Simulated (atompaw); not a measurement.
## An all-electron radial function and its pseudo partner (fluorine (F))

Columns: radius, all-electron u(r) and pseudo u(r) of the 2s shell (level -29.84 eV) of fluorine in the configuration [He] 2s1.75 2p5.25; PBEsol, scalar-relativistic, PAW (atompaw) scheme, atompaw 4.2.0.5.

| r (bohr) | all-electron | pseudo |
| --- | --- | --- |
| 0.048 | -0.3737 | 0.1196 |
| 0.096 | -0.4507 | 0.2374 |
| 0.144 | -0.3681 | 0.3517 |
| 0.192 | -0.2071 | 0.4610 |
| 0.240 | -0.0157 | 0.5638 |
| 0.288 | 0.1783 | 0.6587 |
| 0.337 | 0.3629 | 0.7464 |
| 0.385 | 0.5229 | 0.8223 |
| 0.433 | 0.6589 | 0.8877 |
| 0.481 | 0.7704 | 0.9423 |
| 0.529 | 0.8583 | 0.9859 |
| 0.577 | 0.9248 | 1.0187 |
| 0.625 | 0.9721 | 1.0410 |
| 0.673 | 1.0028 | 1.0533 |
| 0.721 | 1.0192 | 1.0565 |
| 0.769 | 1.0238 | 1.0513 |
| 0.817 | 1.0186 | 1.0388 |
| 0.865 | 1.0053 | 1.0201 |
| 0.913 | 0.9857 | 0.9963 |
| 0.962 | 0.9605 | 0.9677 |
| 1.010 | 0.9321 | 0.9366 |
| 1.058 | 0.9008 | 0.9034 |
| 1.106 | 0.8675 | 0.8687 |
| 1.154 | 0.8329 | 0.8333 |
| 1.202 | 0.7976 | 0.7977 |
| 1.250 | 0.7620 | 0.7620 |

(1) How many radial nodes do the two functions have?

(2) Where does each function peak?

(3) Is the pseudo-wave norm-conserving?

Results:

(1) The all-electron 2s function has n − l − 1 = 1; the pseudo-wave has 0, since the states of the same l below it are removed with the core.

(2) Outermost all-electron maximum near 0.77 bohr, pseudo maximum near 0.72 bohr (to the table’s step).

(3) No, it belongs to a PAW set: the norm inside the radius is not constrained, and the difference is carried by the augmentation charge.
